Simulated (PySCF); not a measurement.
## Stretching ZnO

Set-up: PySCF, no relativity, basis sets Zn def2-SVP, O def2-SVP. Energies in eV from Zn + O in their ground configurations at the same level. State: ³Π (triplet), unpaired electrons σ ↑, π ↑.

All columns are B2PLYP. A positive dipole means Zn(−)O(+).

| R (Å) | E (eV) | μ (D) | Mulliken charge on Zn (basis-dependent) | HOMO (eV) | LUMO (eV) | Mayer bond order | ⟨S²⟩ |
| --- | --- | --- | --- | --- | --- | --- | --- |
| 1.611 | -0.418 | -2.34 | 0.49 | -6.69 | -1.50 | 0.93 | 2.01 |
| 1.686 | -0.861 | -2.58 | 0.47 | -6.78 | -1.61 | 0.91 | 2.01 |
| 1.761 | -1.102 | -2.80 | 0.46 | -6.87 | -1.71 | 0.88 | 2.01 |
| 1.817 | -1.188 | -2.94 | 0.46 | -6.93 | -1.77 | 0.87 | 2.01 |
| 1.873 | -1.214 | -3.06 | 0.45 | -7.00 | -1.83 | 0.85 | 2.01 |
| 1.929 | -1.195 | -3.15 | 0.44 | -7.05 | -1.88 | 0.83 | 2.02 |
| 2.004 | -1.123 | -3.20 | 0.42 | -7.12 | -1.92 | 0.79 | 2.02 |
| 2.098 | -0.986 | -3.13 | 0.38 | -7.19 | -1.94 | 0.74 | 2.03 |
| 2.210 | -0.797 | -2.86 | 0.32 | -7.22 | -1.91 | 0.66 | 2.04 |
| 2.360 | -0.561 | -2.34 | 0.24 | -7.19 | -1.82 | 0.53 | 2.04 |

A fit through these points gives, at Re = 1.875 Å, μ = -3.07 D and dμ/dR = -1.86 D/Å; the reduced mass is 12.79 u.

Question: How strong is the fundamental in the double-harmonic approximation, I = 42.26·(dμ/dR)²/μred km/mol?

Answer: I = 42.26·(-1.86)²/12.79 = 11.4 km/mol at B2PLYP.

Correlated steps freeze 6 core orbitals. B2PLYP dipoles, levels and charges come from its SCF part alone. The state is the lowest determinant that a PBE0 search found; another state may lie lower at other levels.
